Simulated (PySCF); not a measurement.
Electric properties by functional and basis

C4H14GaN.
Numbering: `[CH3:1][CH2:2][CH2:3][N@H+:4]([CH3:5])[GaH3-:6]` (hydrogens: H7, H8, H9 on C1; H10, H11 on C2; H12, H13 on C3; H14 on N4; H15, H16, H17 on C5; H18, H19, H20 on Ga6)

Geometry (PBE0-D3(BJ)/def2-SVP, Å), atoms numbered from 1 in this order:
```
atom  x, y, z in Å
C1     2.6652    0.3912   -0.7939
C2     1.4888    0.2574    0.1588
C3     0.2845   -0.3782   -0.5086
N4    -0.8608   -0.5276    0.3985
C5    -1.9331   -1.3267   -0.1935
Ga6   -1.6454    1.3540    1.0824
H7     2.9866   -0.5877   -1.1844
H8     2.4087    1.0261   -1.6564
H9     3.5301    0.8490   -0.2926
H10    1.2045    1.2450    0.5550
H11    1.7814   -0.3504    1.0340
H12   -0.0506    0.2420   -1.3561
H13    0.5608   -1.3687   -0.9199
H14   -0.5385   -0.9874    1.2518
H15   -2.7397   -1.4646    0.5372
H16   -2.3475   -0.7867   -1.0569
H17   -1.5672   -2.3103   -0.5354
H18   -3.0706    0.8545    1.5625
H19   -0.5992    1.7302    2.2112
H20   -1.5580    2.1388   -0.2934
```

PySCF, dipoles from the SCF density, polarisabilities from static response with core orbitals frozen. One conformer (not necessarily the lowest) at the PBE0-D3(BJ)/def2-SVP geometry, without solvent, vibrations or thermal averaging. The CAM-B3LYP/def2-SVPD calculation is non-relativistic and has no spin–orbit coupling, an omission that weighs most on gallium.

The anisotropy is √(½[(α1 − α2)² + (α2 − α3)² + (α3 − α1)²]).

```tsv
level	μ (D)	α (Å³)	anisotropy (Å³)
CAM-B3LYP/def2-SVPD	4.858	13.87	2.72
wB97X-D/def2-SVPD	4.888	13.91	2.71
LC-wPBE/def2-SVPD	4.899	13.52	2.61
PBE0/6-31G*	5.045	11.67	2.38
PBE0/def2-SVP	5.003	12.19	2.54
PBE0/aug-cc-pVDZ	4.782	14.29	2.99
PBE0/def2-TZVP	4.839	13.55	2.87
```

The dipole runs from 4.78 D (PBE0/aug-cc-pVDZ) to 5.04 D (PBE0/6-31G*). No reference polarisability is at hand; against PBE0 in the largest diffuse basis at hand (aug-cc-pVDZ) the other PBE0 rows deviate by 6-31G* -18%, def2-SVP -15%, def2-TZVP -5%. With PBE0 the polarisability is 12.47 Å³ without diffuse functions (mean of 6-31G*, def2-SVP and def2-TZVP) and 14.29 Å³ with them (aug-cc-pVDZ).
